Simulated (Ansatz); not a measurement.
Consider the hydrogenolysis of the In–F bond: `[F][In]([F])[SiH3]` + H₂ → `[F][InH][SiH3]` + H–F.

Program: Ansatz. Geometries: PBE0-D4/def2-TZVP. ΔE: electronic, gas phase. CBS: MP2 limit from def2 TZ/QZ plus the TZ coupled-cluster correction, frozen cores. This one scheme is used for every species. DFT in def2-TZVPP. B3LYP here is the variant with VWN-RPA as its local correlation; programs differ in this. HSE06 is defined as in plane-wave codes. Elements past krypton have def2 core potentials. For In outer-core shells are correlated without core-valence functions, which leaves a few kJ/mol of doubt a bond.

CCSD(T)/CBS gives +51.1 kJ/mol.

Task: Another level gave +54.4 kJ/mol. Which?
A. LDA (SPW92)/def2-TZVPP
B. HSE06-D4/def2-TZVPP
C. MP2/def2-TZVPP
D. B3LYP-D4/def2-TZVPP

Result: D. B3LYP-D4 54.4, HSE06-D4 42.5, MP2/def2-TZVPP 50.2, LDA (SPW92) 37.8 kJ/mol.

Largest T1 diagnostic among the species: 0.016.

From PBE to PBE0 (25 % exact exchange), in def2-TZVPP and without D4, ΔE moves by −9.7 kJ/mol. Leaving LDA and LC-ωPBE aside and taking each functional with its dispersion term where it has one, the values, not all of them listed here, spread over 21.2 kJ/mol, from HSE06-D4 to BLYP-D4. LDA lies −14.1 kJ/mol from PBE without D4.
